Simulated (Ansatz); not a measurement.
(MgS)4 cube (Mg₄S₄). The state is a singlet with charge 0. Geometry PBE0-D4/def2-SVP, basis def2-TZVP, Ansatz.

```xyz
8

Mg    0.532    1.041   -1.400
Mg   -0.446   -1.660   -0.611
Mg   -1.449    0.760    0.807
Mg    1.362   -0.141    1.205
S     1.859   -0.976   -1.035
S    -1.748    0.181   -1.546
S     0.572    2.130    0.784
S    -0.683   -1.336    1.797
```

| run | HOMO (eV) | LUMO (eV) |
| --- | --- | --- |
| A | -5.78 | -2.95 |
| B | -6.85 | -2.29 |
| C | -6.01 | -2.56 |
| D | -8.87 | -1.02 |
| E | -7.00 | -2.07 |
| F | -9.34 | -0.51 |

LC-ωPBE has ω = 0.4 bohr⁻¹.

The runs used LC-ωPBE, PBE, PBE0, r2SCAN, r2SCAN0, ωB97M-V. Estimate which is which.

A PBE (0 % exact exchange); B PBE0 (25 % exact exchange); C r2SCAN (0 % exact exchange); D ωB97M-V (range-separated); E r2SCAN0 (25 % exact exchange); F LC-ωPBE (range-separated). Exact exchange lowers occupied and raises empty levels; among semilocal functionals meta-GGAs tend to open the gap a little, and such runs are hard to tell apart. The gap grows from 2.83 eV (PBE) to 8.83 eV (LC-ωPBE).
